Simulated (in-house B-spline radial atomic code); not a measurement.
Configurations of Er, with energies counted from [Xe] (4f5/2)6 (4f7/2)6 6s2. All numbers are computed (Dirac-Hartree-Fock, average of each configuration as written; Fermi nucleus of rms radius 5.2516 fm) with a radial B-spline atomic code at the basis-set limit, not measured. Energies include first-order Breit, QED and recoil terms.

Occupations are held fixed; configurations that lie above the ionisation limit could autoionise.

```
                                                configuration  E - E(ref) (eV)  highest orbital  its <r> (bohr)
                          [Xe] (4f5/2)6 (4f7/2)6 (5g7/2)1 6s1           4.4835            5g7/2            27.5
                          [Xe] (4f5/2)6 (4f7/2)6 6s1 (9p3/2)1           4.5277            9p3/2           40.05
                          [Xe] (4f5/2)5 (4f7/2)6 6s2 (7g7/2)1            6.211            7g7/2           63.49
                         [Xe] (4f5/2)5 (4f7/2)6 6s2 (10d3/2)1           6.2271           10d3/2           75.15
[Kr] (4d3/2)4 (4d5/2)5 (4f5/2)4 (4f7/2)8 5s2 5p6 (5f7/2)1 6s2           179.13            5f7/2           17.86
```

Task: Order these further configurations by energy, lowest first.
A. [Xe] (4f5/2)4 (4f7/2)7 6s2 (10p1/2)1
B. [Kr] 4d10 (4f5/2)6 (4f7/2)6 5s2 (5p1/2)1 (5p3/2)4 6s2 (10p3/2)1
C. [Xe] (4f5/2)5 (4f7/2)7 6s2
D. [Xe] (4f5/2)3 (4f7/2)8 6s2 (8p1/2)1
E. [Xe] (4f5/2)4 (4f7/2)8 6s2

Result: C (1.3169 eV), E (1.7736 eV), D (6.4767 eV), A (6.9823 eV), B (34.063 eV).

Task: How far above the reference does [Kr] 4d10 (4f5/2)4 (4f7/2)8 5s2 (5p1/2)1 (5p3/2)4 (5g7/2)1 6s2 lie?

Result: 35.239 eV; its least bound orbital is 5g7/2 with <r> = 27.5 bohr.
